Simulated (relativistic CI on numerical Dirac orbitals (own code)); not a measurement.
## Electric-dipole transitions in Pt54+

Computed by Dirac-Coulomb-Breit CI, KLI orbitals optimised for each configuration, QED by a radiative potential, unscaled Slater integrals (own radial code, finite nucleus).

Configurations in the expansion (outside the closed core [Ne]): 3s2 3p6 3d6, 3s2 3p5 3d7, 3s2 3p4 3d8, 3s 3p6 3d7, 3p6 3d8, 3s 3p5 3d8, 3s2 3p6 3d5 4s, 3s2 3p6 3d5 4p, 3s2 3p4 3d7 4s, 3s2 3p6 3d5 4d, 3s2 3p5 3d6 4s, 3s2 3p6 3d5 4f, 3s2 3p6 3d4 4s2, 3s 3p6 3d6 4s, 3p6 3d7 4s, 3p6 3d7 4p. Levels of other configurations are missing.

```csv
λ vac (Å),Lower,Upper,A (s⁻¹),log gf,S velocity/length
15.242,3s2 3p6 3d6 1I_6 [21],3s2 3p5 3d7 3G°_5 [140],7.02e+12,0.43,0.79
15.460,3s2 3p6 3d6 3H_6 [7],3s2 3p5 3d7 3G°_5 [109],6.71e+12,0.42,0.79
15.461,3s2 3p6 3d6 3G_5 [8],3s2 3p5 3d7 3G°_5 [109],2.57e+12,0.01,0.89
15.514,3s2 3p6 3d6 5D_3 [4],3s2 3p5 3d7 3F°_4 [107],2.18e+12,-0.15,0.94
15.534,3s2 3p6 3d6 1G_4 [12],3s2 3p5 3d7 3F°_3 [115],6.14e+12,0.19,0.82
15.538,3s2 3p6 3d6 5D_4 [5],3s2 3p5 3d7 3F°_4 [107],2.78e+12,-0.04,0.88
15.709,3s2 3p6 3d6 3G_5 [8],3s2 3p5 3d7 3F°_4 [107],2.64e+12,-0.06,0.80
15.807,3s2 3p6 3d6 1I_6 [21],3s2 3p5 3d7 1I°_6 [132],3.20e+12,0.19,0.86
18.066,3s2 3p5 3d7 5G°_6 [35],3s 3p6 3d7 5F_5 [180],4.79e+12,0.41,0.88
24.972,3s2 3p6 3d6 5D_4 [5],3s2 3p5 3d7 3F°_3 [69],1.64e+12,0.03,0.72
25.206,3s2 3p6 3d6 3G_5 [8],3s2 3p5 3d7 3F°_4 [71],2.15e+12,0.27,0.70
25.209,3s2 3p6 3d6 3F_4 [1],3s2 3p5 3d7 3D°_3 [44],2.40e+12,0.20,0.73
25.324,3s2 3p6 3d6 3H_6 [7],3s2 3p5 3d7 3G°_5 [70],1.96e+12,0.32,0.69
25.786,3s2 3p6 3d6 1I_6 [21],3s2 3p5 3d7 1H°_5 [95],1.88e+12,0.31,0.68
25.894,3s2 3p6 3d6 3F_4 [1],3s2 3p5 3d7 3F°_4 [42],1.91e+12,0.24,0.85
26.436,3s2 3p6 3d6 5D_3 [4],3s2 3p5 3d7 5D°_3 [58],1.23e+12,-0.05,0.80
26.575,3s2 3p6 3d6 3H_6 [7],3s2 3p5 3d7 3H°_6 [62],1.24e+12,0.23,0.77
26.675,3s2 3p6 3d6 5D_4 [5],3s2 3p5 3d7 3F°_4 [56],8.43e+11,-0.09,0.82
26.760,3s2 3p6 3d6 3P_2 [2],3s2 3p5 3d7 3P°_2 [41],1.11e+12,-0.22,0.76
28.080,3s2 3p6 3d6 3F_4 [1],3s2 3p5 3d7 3G°_5 [37],3.45e+11,-0.35,0.91
```

Terms are leading LS components. Brackets give the number of a level in order of energy, since labels repeat. The list gives strong lines, with weight on those to low levels, among the lowest 200 of 2618 levels, so that lines to higher ones, which can be the strongest, are missing. Levels whose partners in the same complex of configurations lie outside the list can be far off, and so can their lines. Rates are taken at the computed energies, electric ones in the length gauge. A velocity-to-length ratio far from 1 marks an uncertain rate.

At this charge energies of transitions that change n are usually good to better than 1 %, and those within a shell (Δn = 0) to a few per cent.

LS names give the leading component of a level, which can be under half, so a name can repeat, a term be missing and a line seem to break the LS rules.
